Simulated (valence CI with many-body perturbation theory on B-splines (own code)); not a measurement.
Pt45+: calculated level list

Computed by valence CI with perturbative core correlation (CI+MBPT): five valence electrons over a frozen Dirac-Fock core [Ar] 3d10, radial functions for each j: 9 s, 9 p, 8 d, 6 f, 3 g, 1 h, with the one-electron correlation potential Σ1, the two-electron term Σ2, the three-electron term Σ3, Breit, model QED; selected CI, second order for the rest, scaled by the run's own slope (own B-spline code, finite nucleus).

No measured spectrum was set against this ion. As an estimate, large intervals hold to a few tenths of a per cent, small ones and those within an open d or f shell to about a per cent. Among the levels kept, up to 670 cm⁻¹ of a level comes from second order outside the variational space, and about a tenth of that is noise between levels of different J, which matters for small intervals.

Levels 1 to 36 of 36, with energies above the lowest level, (4s^2 4p1/2^2 4p3/2) J=3/2. "Leading %" is the weight of the configuration and term that name the level; weights of strongly mixed levels are sums over their largest components and can fall short, so below about 35 % the name and the second component can differ from the true leading terms, or belong to a minority configuration. In the jj column 3d3/2^4 stands for four electrons in 3d with j = 3/2.

```tsv
No.	Configuration	Term	J	E (× 10³ cm⁻¹)	Leading %	Second component	g	Leading jj
1	4s²4p³	²P°	3/2	0.00	47	27 % 4s²4p³ ²D°	1.356	4s^2 4p1/2^2 4p3/2 (99 %)
2	4s²4p³	⁴S°	3/2	966.34	55	44 % 4s²4p³ ²D°	1.457	4s^2 4p1/2 4p3/2^2 (99 %)
3	4s²4p³	²D°	5/2	1013.8	99		1.194	4s^2 4p1/2 4p3/2^2 (99 %)
4	4s²4p³	²P°	1/2	1073.7	99		0.658	4s^2 4p1/2 4p3/2^2 (99 %)
5	4s²4p²4d	²D	3/2	1357.6	39	34 % 4s²4p²4d ⁴F	0.785	4s^2 4p1/2^2 4d3/2 (98 %)
6	4s²4p²4d	²D	5/2	1621.7	29	19 % 4s²4p²4d ⁴D	1.228	4s^2 4p1/2^2 4d5/2 (91 %)
7	4s4p⁴	⁴P	5/2	1853.0	65	24 % 4s4p⁴ ²D	1.450	4s 4p1/2^2 4p3/2^2 (89 %)
8	4s4p⁴	²S	1/2	1973.7	58	28 % 4s4p⁴ ⁴P	2.092	4s 4p1/2^2 4p3/2^2 (93 %)
9	4s4p⁴	²P	3/2	1989.9	40	33 % 4s4p⁴ ²D	1.174	4s 4p1/2^2 4p3/2^2 (88 %)
10	4s²4p³	²P°	3/2	2048.7	52	28 % 4s²4p³ ²D°	1.306	4s^2 4p3/2^3 (98 %)
11	4s²4p²4d	²F	5/2	2317.8	46	46 % 4s²4p²4d ⁴F	0.960	4s^2 4p1/2 4p3/2 4d3/2 (98 %)
12	4s²4p²4d	⁴F	3/2	2321.9	38	27 % 4s²4p²4d ⁴D	0.909	4s^2 4p1/2 4p3/2 4d3/2 (97 %)
13	4s²4p²4d	⁴D	1/2	2323.7	80	15 % 4s²4p²4d ²P	0.197	4s^2 4p1/2 4p3/2 4d3/2 (98 %)
14	4s²4p²4d	²G	7/2	2365.8	49	26 % 4s²4p²4d ²F	1.039	4s^2 4p1/2 4p3/2 4d3/2 (96 %)
15	4s²4p²4d	²D	5/2	2492.7	34	23 % 4s²4p²4d ²F	1.191	4s^2 4p1/2 4p3/2 4d3/2 (89 %)
16	4s²4p²4d	²D	3/2	2505.1	34	26 % 4s²4p²4d ²P	1.197	4s^2 4p1/2 4p3/2 4d3/2 (90 %)
17	4s²4p²4d	²P	1/2	2513.3	37	36 % 4s²4p²4d ⁴P	1.706	4s^2 4p1/2 4p3/2 4d3/2 (94 %)
18	4s²4p²4d	⁴D	7/2	2533.2	48	36 % 4s²4p²4d ⁴F	1.310	4s^2 4p1/2 4p3/2 4d5/2 (99 %)
19	4s²4p²4d	²P	3/2	2567.9	42	24 % 4s²4p²4d ⁴P	1.398	4s^2 4p1/2 4p3/2 4d5/2 (88 %)
20	4s²4p²4d	²G	9/2	2586.4	61	38 % 4s²4p²4d ⁴F	1.191	4s^2 4p1/2 4p3/2 4d5/2 (99 %)
21	4s²4p²4d	²D	5/2	2591.2	34	31 % 4s²4p²4d ²F	1.143	4s^2 4p1/2 4p3/2 4d5/2 (90 %)
22	4s²4p²4d	²D	5/2	2702.4	37	32 % 4s²4p²4d ⁴P	1.252	4s^2 4p1/2 4p3/2 4d5/2 (90 %)
23	4s²4p²4d	²F	7/2	2703.0	56	20 % 4s²4p²4d ²G	1.118	4s^2 4p1/2 4p3/2 4d5/2 (94 %)
24	4s²4p²4d	²D	3/2	2723.3	60	17 % 4s²4p²4d ²P	0.938	4s^2 4p1/2 4p3/2 4d5/2 (94 %)
25	4s²4p²4d	²P	1/2	2734.2	52	36 % 4s²4p²4d ²S	1.246	4s^2 4p1/2 4p3/2 4d5/2 (92 %)
26	4s4p⁴	⁴P	3/2	2881.4	66	16 % 4s4p⁴ ²D	1.490	4s 4p1/2 4p3/2^3 (84 %)
27	4s4p⁴	²D	5/2	2949.1	65	22 % 4s4p⁴ ⁴P	1.288	4s 4p1/2 4p3/2^3 (86 %)
28	4s4p⁴	²P	1/2	3038.0	54	32 % 4s4p⁴ ⁴P	1.342	4s 4p1/2 4p3/2^3 (86 %)
29	4s4p⁴	²P	3/2	3045.1	46	39 % 4s4p⁴ ²D	1.092	4s 4p1/2 4p3/2^3 (88 %)
30	4s²4p²4f	⁴G°	5/2	3121.0	26	24 % 4s²4p²4f ²F°	0.863	4s^2 4p1/2^2 4f5/2 (80 %)
31	4s4p³4d	⁴F°	7/2	3177.8	15	13 % 4s²4p²4f ²F°	1.199	4s 4p1/2^2 4p3/2 4d3/2 (50 %)
32	4s4p³4d	⁴D°	5/2	3180.4	27	21 % 4s4p³4d ⁶D°	1.273	4s 4p1/2^2 4p3/2 4d3/2 (89 %)
33	4s4p³4d	⁶D°	3/2	3183.3	26	20 % 4s4p³4d ⁴D°	1.311	4s 4p1/2^2 4p3/2 4d3/2 (96 %)
34	4s4p³4d	⁴P°	1/2	3184.3	45	32 % 4s4p³4d ⁶D°	2.461	4s 4p1/2^2 4p3/2 4d3/2 (96 %)
35	4s²4p²4f	²F°	7/2	3256.3	15	13 % 4s4p³4d ⁶D°	1.239	4s^2 4p1/2^2 4f7/2 (50 %)
36	4s4p³4d	²D°	3/2	3294.1	27	16 % 4s4p³4d ⁴F°	0.994	4s 4p1/2^2 4p3/2 4d3/2 (83 %)
```

The ionisation energy to 4s²4p² ³P0 of the next ion comes out as 2351.8 eV (NIST: 2350 ± 4 eV (theoretical)). All 36 levels together are meant to be complete up to 3304.9 × 10³ cm⁻¹.
